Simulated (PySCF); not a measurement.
How the method changes the constants of SmO

State: septet, about 5.6 electrons in the 4f shell (Mulliken), real f orbitals that mix terms. Set-up: PySCF, spin-free X2C with a Gaussian nucleus, basis sets Sm x2c-SVPall, O x2c-SVPall. De refers to Sm (4f6 6s2) + O in their high-spin ground configurations, without counterpoise correction. The functionals are run spin-unrestricted. A positive dipole means Sm(−)O(+). Levels whose curve was spin-contaminated or gave no clean fit are not listed.

```tsv
Level	Re (Å)	ωe (cm⁻¹)	De (eV)	μ (D)
UHF	1.795	880	n/a	-4.48
UHF-MP2	1.789	870	n/a	n/a
UHF-SCS-MP2	1.792	882	n/a	n/a
PBE	1.833	754	6.40	-4.18
PW91	1.834	754	6.45	-4.21
r²SCAN	1.825	772	6.33	-4.06
PBE0	1.811	761	5.39	-4.27
LC-ωPBE	1.801	794	5.74	-4.62
```

(1) What does a quarter of exact exchange do here, going from PBE to PBE0?

(2) What does the step from GGA to meta-GGA do here, going from PBE to r²SCAN?

(3) What does second-order correlation do here, going from UHF to UHF-MP2?

Correlated steps freeze 19 core orbitals. Spin–orbit coupling is left out, which matters for elements this heavy, above all for dissociation energies. Counting both spins, an empty level lies below a filled one in some of these solutions, because spin and occupation are held. With d or f electrons several states lie close, and the lowest PBE0 determinant need not be the measured ground state.

The whole job (state search and all levels along the bond) took about 23 min on 2 threads of Arm Neoverse V1 (shared host), peak memory 3 GiB.

Results:

(1) PBE0 less PBE: -2.2 pm in Re, +0.9 % in ωe, -1.01 eV in De. Exact exchange removes part of the self-interaction that spreads semilocal densities, and in most molecules shortens and stiffens the bond and lowers De; so it does here.

(2) r²SCAN less PBE: -0.8 pm in Re, +2.4 % in ωe, -0.07 eV in De. 

(3) UHF-MP2 less UHF: -0.6 pm in Re, -1.1 % in ωe. Correlation nearly always deepens the well. The bond shortens, as in weak, metallic or heavy-atom bonds, where dispersion and the correlation of outer-core electrons pull the atoms together.
